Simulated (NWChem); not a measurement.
System: BNH$_{4}$, triplet; SMILES of the neutral closed-shell parent BN

```xyz
6

B     -0.1611    -0.8198     0.0000
N     -0.0209     0.6297     0.0000
H      0.4415    -1.3513    -0.9443
H      0.4415    -1.3513     0.9443
H      0.8759     1.1195     0.0000
H     -0.8068     1.2740     0.0000
```
Atoms are numbered in this order, from 1.

Results from NWChem. Spin-unrestricted. In the optimisation the excess spin sits in a' and a" (Cs, its own frame). Structure relaxed at the B3LYP/6-31G* (spherical d), spin-unrestricted level. The spin multiplicity was typed, not searched, and may not be the lowest. No stability test was run on the SCF state.

For level UHF/aug-cc-pVDZ:

| Item | Value |
|---|---|
| lowest empty minus highest occupied level, either spin (eV) | 7.73 |

**Question.** What are these values for level UHF/cc-pVTZ?

**Answer.** lowest empty minus highest occupied level, either spin (eV): 8.08
